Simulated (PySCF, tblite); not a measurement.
Isomers of C5H9Si (doublet state), one GFN2-xTB conformer each. Single-point energies are computed at B3LYP/pcH-1 (PySCF, gas phase, no added dispersion term), electronic only. GFN2-xTB treats the open shell by occupation alone, and not every SCF solution was tested for stability.

| SMILES | GFN2-xTB relative energy (kcal/mol) |
| --- | --- |
| C[Si@H]1[CH]CC=C1 | 15.5 |
| C[Si@@H]1C=C[CH]C1 | 0.0 |

Task: What does B3LYP/pcH-1 give for the same structures?

Result: 
```
            SMILES  B3LYP/pcH-1 E (Eh)  B3LYP/pcH-1 (kcal/mol)  GFN2-xTB (kcal/mol)  point group
C[Si@@H]1C=C[CH]C1          -485.43649                     0.0                  0.0            –
 C[Si@H]1[CH]CC=C1          -485.41478                    13.6                 15.5            –
```

Both levels put the same isomer lowest. 

Task: What happens when harmonic zero-point energies from GFN2-xTB frequencies are added?

Result: 
```
            SMILES  ZPE (kcal/mol)  electronic (kcal/mol)  with ZPE (kcal/mol)
C[Si@@H]1C=C[CH]C1            74.3                    0.0                  0.0
 C[Si@H]1[CH]CC=C1            74.0                   13.6                 13.3
```

The zero-point energies span 0.3 kcal/mol. The order is unchanged.
